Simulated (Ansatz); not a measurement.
Cartesian coordinates in Å:
```
C -1.1968 -0.1023 -1.1586
Ge -0.0904 0.0664 0.4277
C 1.7305 0.6634 0.1219
Cl -1.0520 1.5737 1.6638
Se 0.0275 -1.9627 1.6143
H -0.7704 -0.8515 -1.8269
H -2.2045 -0.4053 -0.8751
H -1.2470 0.8601 -1.6701
H 2.2531 0.7614 1.0731
H 1.7129 1.6349 -0.3737
H 2.2577 -0.0548 -0.5079
H -1.4206 -2.1833 1.5116
```

Total charge 0; spin multiplicity 1.

(1) List the PBE0/def2-TZVPP orbital energies in eV (Ansatz 0.2.0). (Best estimate.)

Results:

(1) The calculation gave: Occupied: -12361.53, -10860.88, -2766.86, -1584.34, -1421.37, -1421.35, -1421.29, -1359.07, -1208.90, -1208.89, -1208.85, -278.44, -278.43, -258.69, -214.75, -196.98, -196.84, -196.83, -171.82, -158.33, -158.25, -158.07, -121.68, -121.62, -121.52, -58.35, -58.32, -58.17, -58.11, -58.08, -34.52, -34.48, -34.40, -34.37, -34.35, -22.52, -20.42, -19.73, -19.40, -14.11, -12.23, -12.11, -11.84, -11.77, -10.87, -10.00, -9.66, -9.38, -8.46, -8.25, -7.07. Lowest empty: -0.30, 0.19, 0.99, 1.15, 1.52, 2.43, 2.56, 2.81.
